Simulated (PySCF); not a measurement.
From one molecule to another.

First species: C5H14Si3.
InChI=1S/C5H14Si3/c1-3-5(2)4-7-8-6/h3H,1-2,4,7-8H2,6H3

Second species: InH2(OiPr), C3H9InO.
SMILES: `C(C)(C)[O][InH2]`

Levels: B3LYP/def2-SVPD for HOMO energy, LUMO energy, HOMO–LUMO gap and static isotropic polarisability; TDDFT B3LYP/def2-SVPD for lowest singlet excitation; TDA B3LYP/def2-SVPD for lowest triplet excitation (Tamm–Dancoff); ΔSCF B3LYP/def2-SVPD for vertical ionisation energy. Geometries: PBE0-D3(BJ)/def2-SVP. Each species is one conformer at its optimised geometry, gas phase (atoms past krypton carry core potentials, spin–orbit coupling is left out). Electronic properties by PySCF.

Dipoles, sizes and rotational constants follow the conformer. The torsions of the flexible species, by atom-mapped SMILES:
- `[CH2:1]=[CH:2][C:3](=[CH2:4])[CH2:5][SiH2:6][SiH2:7][SiH3:8]`: C1–C2–C3–C4 178°, C2–C3–C5–Si6 75°, C3–C5–Si6–Si7 33°, C5–Si6–Si7–Si8 -73°

(1) Which of the two has the higher LUMO energy, and by how much?

(2) Which of the two has the higher HOMO energy, and by how much?

(3) Which has the higher static isotropic polarisability?

(4) Which of the two has the higher vertical ionisation energy, and by how much?

(5) Which of the two has the higher T1 energy, and by how much?

(6) Which of the two has the higher S1 energy, and by how much?

## Answers

(1) The first: -1.34 eV against -1.81 eV, a difference of 0.47 eV.

(2) The first: -6.65 eV against -7.13 eV, a difference of 0.48 eV.

(3) The first: 151.4 au against 81.2 au, a difference of 70.2 au.

(4) The second: 9.21 eV against 8.51 eV, a difference of 0.70 eV.

(5) The second: 4.02 eV against 3.13 eV, a difference of 0.89 eV.

(6) The first: 5.30 eV against 4.30 eV, a difference of 1.00 eV.

On the first: The polarisability is 22.44 Å³ as a volume (1 au = 0.148185 Å³), or 1.76 au for each of the 86 electrons. S1 lies 0.01 eV below the HOMO–LUMO gap; its leading configuration is HOMO→LUMO, weight 0.84.

On the second: In wavenumbers S1 is 34700 cm⁻¹ (1 eV = 8065.54 cm⁻¹). The vertical singlet–triplet gap S1 − T1 is 0.28 eV (TDDFT singlet less Tamm–Dancoff triplet). Atoms past krypton carry effective core potentials; spin–orbit coupling is left out.
